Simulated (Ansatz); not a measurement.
System: MnCl2, charge 0, multiplicity 6. The spin state was set by rule; other spins were not relaxed. 
Geometry from a B3LYP-D3(BJ)/def2-TZVP (Ansatz, an electronic-structure program) optimisation:
```xyz
3

Mn     0.0000     0.0000     0.0000
Cl     0.0000     0.0000    -2.1895
Cl     0.0000     0.0000     2.1895
```
Charge 0, spin multiplicity 6.

Basis-set convergence of Hartree-Fock and MP2 correlation energies (hartree) with Ansatz. Valence correlation only, unless marked. UHF or UKS for open shells. No spin-orbit coupling. The frozen core is the preceding noble-gas configuration, with the filled d and f shells of earlier blocks. Non-relativistic.

```tsv
basis	functions	E(HF)	E(corr, MP2)
def2-SVPD	88	-2068.58523	-0.37249
def2-TZVPPD	169	___	___
```

Problem. Fill in the missing entries.

Solution. 
- def2-TZVPPD, E(HF): -2069.03336
- def2-TZVPPD, E(corr, MP2): -0.50832
